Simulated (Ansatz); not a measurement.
This geometry of CH$_{6}$OSSi (10 atoms, charge 0, multiplicity 1) is a first-order saddle point.

Theory: RKS PBE-D4/6-31G* in Ansatz.

```xyz
10
Properties=species:S:1:pos:R:3
O -1.578 0.628 -0.798
C -0.481 0.843 0.099
Si 0.264 -0.882 0.498
S 2.384 -0.993 0.052
H -1.977 1.504 -0.979
H 0.310 1.489 -0.337
H -0.799 1.325 1.050
H -0.505 -1.923 -0.255
H 0.220 -1.166 1.969
H 2.246 -0.876 -1.297
```

Q: Which two structures does it join? (They come from a converged band through this point; their orientation in space is the band's.)

A: No bond is made or broken. The dihedral H7–C2–Si3–S4 goes from 175 to -61°.

First end point:

```xyz
10
Properties=species:S:1:pos:R:3
O -0.688 0.741 -1.197
C -0.589 0.709 0.235
Si 0.292 -0.933 0.655
S 2.128 -0.985 -0.478
H -1.032 1.621 -1.449
H 0.006 1.557 0.635
H -1.586 0.741 0.725
H -0.620 -2.080 0.330
H 0.656 -0.995 2.108
H 1.516 -0.426 -1.560
```

Last end point:

```xyz
10
Properties=species:S:1:pos:R:3
O -1.859 0.703 -0.073
C -0.433 0.816 -0.121
Si 0.240 -0.892 0.401
S 2.406 -0.945 0.306
H -2.232 1.586 -0.272
H -0.056 1.077 -1.135
H -0.034 1.584 0.576
H -0.366 -1.952 -0.469
H -0.071 -1.165 1.838
H 2.488 -0.862 -1.050
```

Q: How far does it lie above each of them?

A: 10.8 kJ/mol above the first and 6.3 kJ/mol above the second. This is the barrier of this one path; another mechanism may lie lower.

The run took 2.4 min on 1 thread of Arm Neoverse V2, with other jobs on the host, peak memory 0.12 GiB.
